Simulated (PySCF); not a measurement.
GaH5OP2. Atoms are numbered in the order given.

```xyz
9

Ga     0.2256    -0.0912    -0.0710
O      1.8529    -0.5871    -0.6580
H      2.4417    -0.9759     0.0013
P     -0.3030    -0.2742     2.2095
H      0.2505    -1.5890     2.3195
H     -1.6241    -0.7468     1.9359
P     -1.0248     0.9748    -1.7280
H     -2.2505     0.3597    -1.3224
H     -0.7160    -0.0332    -2.6929
```
Charge 0, spin multiplicity 1.

The structure is a stationary point at B3LYP-D3(BJ)/def2-SVP. The structure was generated by enumeration; whether it is a known compound was not checked. The values are those of a single conformer.

Computed with TDDFT-PBE/def2-SVPD (PySCF 2.14.0).

Vertical excitations. Isolated molecule, no solvent.

```json
[
 {"state": "S1", "energy (eV)": "4.57", "λ (nm)": "271", "f": "0.039", "main pairs": "HOMO→LUMO 73 %, HOMO→LUMO+1 24 %"},
 {"state": "S2", "energy (eV)": "4.91", "λ (nm)": "252", "f": "0.117", "main pairs": "HOMO→LUMO+1 63 %, HOMO→LUMO+2 19 %, HOMO→LUMO 13 %"},
 {"state": "S3", "energy (eV)": "5.32", "λ (nm)": "233", "f": "0.109", "main pairs": "HOMO→LUMO+2 70 %, HOMO→LUMO+3 11 %"},
 {"state": "S4", "energy (eV)": "5.42", "λ (nm)": "229", "f": "0.036", "main pairs": "HOMO−1→LUMO 78 %"},
 {"state": "S5", "energy (eV)": "5.53", "λ (nm)": "224", "f": "0.022", "main pairs": "HOMO−1→LUMO+1 90 %"},
 {"state": "S6", "energy (eV)": "5.67", "λ (nm)": "219", "f": "0.017", "main pairs": "HOMO→LUMO+3 46 %, HOMO−2→LUMO 34 %, HOMO−3→LUMO 14 %"},
 {"state": "S7", "energy (eV)": "5.77", "λ (nm)": "215", "f": "0.055", "main pairs": "HOMO−2→LUMO 50 %, HOMO→LUMO+3 31 %"},
 {"state": "S8", "energy (eV)": "5.97", "λ (nm)": "208", "f": "0.005", "main pairs": "HOMO−1→LUMO+2 62 %, HOMO→LUMO+4 27 %"},
 {"state": "S9", "energy (eV)": "6.03", "λ (nm)": "205", "f": "0.026", "main pairs": "HOMO−3→LUMO 66 %, HOMO−4→LUMO 11 %"},
 {"state": "S10", "energy (eV)": "6.13", "λ (nm)": "202", "f": "0.003", "main pairs": "HOMO→LUMO+4 63 %, HOMO−1→LUMO+2 28 %"},
 {"state": "T1", "energy (eV)": "3.86", "λ (nm)": "321", "f": "0", "main pairs": "HOMO→LUMO 97 %"},
 {"state": "T2", "energy (eV)": "4.49", "λ (nm)": "276", "f": "0", "main pairs": "HOMO→LUMO+1 96 %"},
 {"state": "T3", "energy (eV)": "4.63", "λ (nm)": "268", "f": "0", "main pairs": "HOMO−1→LUMO 96 %"},
 {"state": "T4", "energy (eV)": "4.95", "λ (nm)": "251", "f": "0", "main pairs": "HOMO→LUMO+2 96 %"}
]
```
Triplets are in the Tamm–Dancoff approximation, which puts them higher than full response would, so one can lie above its singlet here.
